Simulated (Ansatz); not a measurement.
Geometry optimisation, RKS PBE0/def2-mTZVP in Ansatz.

Input file:

```yaml
crystal:
  periodic: [false, false, false]
  atoms:
    - { symbol: W, position_ang: [0.202663, -0.359277, 0.133633] }
    - { symbol: O, position_ang: [-0.04153, -0.518082, 2.022221] }
    - { symbol: H, position_ang: [-0.722804, -0.046877, 2.510946] }
    - { symbol: H, position_ang: [1.757748, 0.189457, -0.327375] }
    - { symbol: H, position_ang: [0.224646, 1.003729, -0.869886] }
    - { symbol: H, position_ang: [-1.065596, 0.711911, 0.273384] }
    - { symbol: H, position_ang: [-0.042494, -1.904126, -0.558823] }
    - { symbol: H, position_ang: [-1.022305, -0.419941, -1.025332] }
    - { symbol: H, position_ang: [1.211093, 2.027889, 1.48145] }
    - { symbol: H, position_ang: [0.927678, 1.470118, 1.818882] }
basis:
  gaussian: { orbitals: def2-mTZVP }
hamiltonian:
  xc: pbe0
relax:
  f_tol: 0.03
  max_steps: 50
```

Run as:

```bash
$ ansatz run input.yaml --threads 1 --pin off --max-ram 2048MiB --backend cpu --events-out ev --progress --plain --runs-dir out
```

Task: Where does it end, and by what steps?

Result: The run converged. After 13 steps the energy has fallen by 0.166 eV; H10 moved furthest, 1.19 Å.

```json
{"step": "0", "energy less start (eV)": "0.0000", "largest force component (eV/Å)": "1.231", "accepted": "yes"}
{"step": "1", "energy less start (eV)": "-0.0992", "largest force component (eV/Å)": "0.267", "accepted": "yes"}
{"step": "2", "energy less start (eV)": "-0.1247", "largest force component (eV/Å)": "0.336", "accepted": "yes"}
{"step": "3", "energy less start (eV)": "-0.1460", "largest force component (eV/Å)": "0.191", "accepted": "yes"}
{"step": "4", "energy less start (eV)": "-0.1538", "largest force component (eV/Å)": "0.135", "accepted": "yes"}
{"step": "5", "energy less start (eV)": "-0.1568", "largest force component (eV/Å)": "0.358", "accepted": "yes"}
{"step": "6", "energy less start (eV)": "-0.1588", "largest force component (eV/Å)": "0.336", "accepted": "yes"}
{"step": "7", "energy less start (eV)": "-0.1563", "largest force component (eV/Å)": "0.336", "accepted": "no"}
{"step": "8", "energy less start (eV)": "-0.1634", "largest force component (eV/Å)": "0.039", "accepted": "yes"}
{"step": "9", "energy less start (eV)": "-0.1646", "largest force component (eV/Å)": "0.058", "accepted": "yes"}
{"step": "10", "energy less start (eV)": "-0.1650", "largest force component (eV/Å)": "0.032", "accepted": "yes"}
{"step": "11", "energy less start (eV)": "-0.1650", "largest force component (eV/Å)": "0.119", "accepted": "yes"}
{"step": "12", "energy less start (eV)": "-0.1651", "largest force component (eV/Å)": "0.056", "accepted": "yes"}
{"step": "13", "energy less start (eV)": "-0.1655", "largest force component (eV/Å)": "0.012", "accepted": "yes"}
```

```xyz
10
Properties=species:S:1:pos:R:3
W 0.096 -0.584 0.047
O -0.165 -0.822 1.881
H -0.769 -0.336 2.452
H 1.712 -0.097 -0.249
H 0.263 0.861 -0.818
H -1.079 0.577 0.250
H -0.298 -2.035 -0.773
H -1.075 -0.430 -1.164
H 1.221 2.613 1.593
H 1.523 2.407 2.242
```

Time of the run: 49 s on 1 thread of Arm Neoverse V2, with other jobs on the host, peak memory 0.16 GiB.
